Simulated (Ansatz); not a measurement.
`F[C@H]1C[Si@@H]1Cl`, relaxed with RKS PBE0-D4/def2-TZVP in Ansatz from a PBE-D4/def2-SVP geometry. The force threshold is 0.005 eV/Å; the program also tests the step.

The species carries charge 0 and has multiplicity 1.

Start:

```xyz
9

F     1.378    0.777    1.423
C     0.904    0.020    0.376
C    -0.474   -0.650    0.566
Si   -0.423    0.608   -0.816
Cl   -0.360    0.020   -2.803
H     1.689   -0.651   -0.029
H    -1.028   -0.274    1.448
H    -0.541   -1.747    0.459
H    -1.145    1.897   -0.623
```

Q: How much energy does the relaxation release, and in how many steps? (Best estimate.)

A: The calculation gave: 4.93 kJ/mol, in 5 steps.

Q: Which bonds change most? (Best estimate.)

A: Ansatz gave: Si4–Cl5 from 2.073 to 2.039 Å; C2–Si4 from 1.878 to 1.848 Å; C3–Si4 from 1.869 to 1.841 Å; C2–H6 from 1.109 to 1.088 Å.

Q: Give the relaxed structure. (An estimate is asked.)

A: Ansatz gave: 
```xyz
9

F     1.367    0.764    1.410
C     0.893    0.025    0.358
C    -0.477   -0.645    0.558
Si   -0.426    0.592   -0.804
Cl   -0.352    0.027   -2.762
H     1.664   -0.640   -0.026
H    -1.013   -0.275    1.432
H    -0.530   -1.724    0.458
H    -1.126    1.875   -0.625
```
